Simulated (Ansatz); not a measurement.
Basis-set extrapolation for C2H7BOSi (`CC1([SiH3])BO1`) (PBE0-D4/def2-TZVP geometry, frozen core, Ansatz 0.2.0). Multiplicity 1, RHF reference.

```
                      def2-TZVPP   def2-QZVPP
                 HF  -468.350366  -468.367815
    MP2 correlation    -0.798358    -0.853711
CCSD(T) correlation    -0.878235      not run
```

Energies in hartree. Use E(X) = E(∞) + A·exp(−7.88·√X) for Hartree–Fock and E(X) = E(∞) + B·X^(−2.97) for correlation, with X = 3 and 4, and add CCSD(T) minus MP2 of the smaller set to the MP2 limit.

Task: What is the CCSD(T) energy at the basis-set limit?

Result: HF limit: -468.367815 + (-0.017449) × 0.13774 = -468.37022. MP2 limit: -0.853711 + (-0.055353) × 0.74074 = -0.89471. Higher-order term: -0.878235 − (-0.798358) = -0.07988. Total: -469.34481 hartree, 305.1 kJ/mol below CCSD(T)/def2-TZVPP.
